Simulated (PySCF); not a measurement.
# Stationary points of Cd₂H₄

Computed with PySCF, PBE0, basis Cd def2-TZVP with ECP28, H def2-TZVP (scalar-relativistic core potentials, no spin–orbit coupling, density fitting).

Relaxations began from a few typed shapes. The search is not exhaustive: other isomers or separated fragments can lie lower, and high-lying points may rest on an excited occupation.

```tsv
spin	group	bonds	angles	imaginary modes (cm⁻¹)	ΔE (kJ/mol)	ΔE with ZPE (kJ/mol)
singlet	C2h	Cd–Cd 3.106 Å, Cd–H 1.671 Å (×2), Cd–H 1.726 Å (×2)	Cd–Cd–H 51.1° (×2), Cd–Cd–H 138.9° (×2), H–Cd–H 170.0° (×2)	none	0.0	0.0
singlet	D2h	Cd–H 1.673 Å (×2), Cd–H 1.939 Å (×4)	Cd–H–Cd 92.0° (×2), H–Cd–H 88.0° (×2), H–Cd–H 136.0° (×4)	189i	9.9	–
singlet	D2h	Cd–H 1.678 Å (×4)	H–Cd–H 179.9° (×2)	3 found	21.2	–
```

The lowest minimum found is the singlet C2h: Cd–Cd 3.106 Å, Cd–H 1.671 Å (×2), Cd–H 1.726 Å (×2); Cd–Cd–H 51.1° (×2), Cd–Cd–H 138.9° (×2), H–Cd–H 170.0° (×2).

For the lowest minimum: stability towards spin polarisation was not tested.
